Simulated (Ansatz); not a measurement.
`BSBC` + H–F → `CBF` + `BS` at 600 K and 1 bar (ligand exchange at a B–S bond).

Program: Ansatz. Geometries: PBE0-D4/def2-TZVP. ΔE: electronic, gas phase. CCSD(T)/CBS is the MP2 limit (def2-TZVPP, def2-QZVPP) plus CCSD(T) − MP2 in def2-TZVPP, frozen cores. This one scheme is used for every species. One conformer a species, not always the lowest.

```
species  CCSD(T)/CBS energy (Eh)  H − E (kJ/mol)  S (J/(mol·K))
 `BSBC`               -489.06011           244.3          406.5
    H–F               -100.39570            42.3          194.0
  `CBF`               -165.10297           171.6          328.0
   `BS`               -424.38198           108.7          286.1
```

H − E and S are ideal-gas, rigid-rotor, harmonic terms from PBE0-D4/def2-TZVP, for one conformer and one mirror image of each species. 1 Eh = 2625.50 kJ/mol, R = 8.31446 J/(mol·K).

Task: By hand: ΔE, ΔH, ΔS and ΔG.

Result: ΔE = (-165.10297) + (-424.38198) − (-489.06011) − (-100.39570) = -0.02914 Eh = -76.5 kJ/mol. Δ(H − E) = 171.6 + 108.7 − 244.3 − 42.3 = -6.3, so ΔH = -82.8 kJ/mol. ΔS = 328.0 + 286.1 − 406.5 − 194.0 = 13.6 J/(mol·K). ΔG = -82.8 − 600 × (13.6)/1000 = -91.0 kJ/mol.

Task: By hand: the equilibrium constant, and the temperature at which ΔG would vanish if ΔH and ΔS stayed fixed.

Result: log₁₀ K = −ΔG/(RT ln 10) = 7.9. ΔH and −TΔS have one sign here, so there is no such temperature.

The number of gas molecules stays the same, so ΔS is small and ΔH decides. A doubt of 5 kJ/mol in ΔE shifts log₁₀ K by 0.4 here. Other conformers and mirror images would add mixing entropy, several J/(mol·K) or more a flexible species. These are equilibria of isolated gas molecules and say nothing of rates. Largest T1 diagnostic: 0.015 (customary marks: 0.02 for closed shells, 0.045 for open ones).
